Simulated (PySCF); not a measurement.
Two-component Hartree-Fock for F⁶⁺ (fluorine, charge +6)

Start: [He] 2s1; 2s1/2 filled at m_j = +1/2. Calculated with PySCF 2.14 in an uncontracted even-tempered set (17 s from 0.6 bohr⁻², ratio 2.4; 10 p from 0.78 bohr⁻², ratio 2.4; 5 d from 2.4 bohr⁻², ratio 2.6; 5 f from 3.6 bohr⁻², ratio 2.6): generalised Hartree-Fock with the X2C-1e Hamiltonian and a Gaussian nucleus; one run each with spin-orbit coupling (SO) switched off, then screened by Boettger's factors.

```tsv
spinor shell	electrons	ε, spin-free (eV)	ε, screened SO (eV)	weight of nominal j (screened SO)	rms radius, screened SO (bohr)
1s1/2	2	-912.45	-912.45	1.000	0.201
2s1/2	1	-185.07	-185.07	1.000	0.839
```

```
   quantity  spin-free  screened SO
E (hartree)  -82.36161    -82.36161
        M_J        1/2          1/2
       ⟨J²⟩      0.750        0.750
       ⟨L²⟩      0.000        0.000
       ⟨S²⟩      0.750        0.750
```

Each row is a mean over spinors that exchange with the open shell spreads, by up to 4.213 eV (1s1/2).

Without spin-orbit coupling the j labels of p, d and f shells carry no meaning; the spin-free column gives the mean over the occupied spinors of each nl shell.
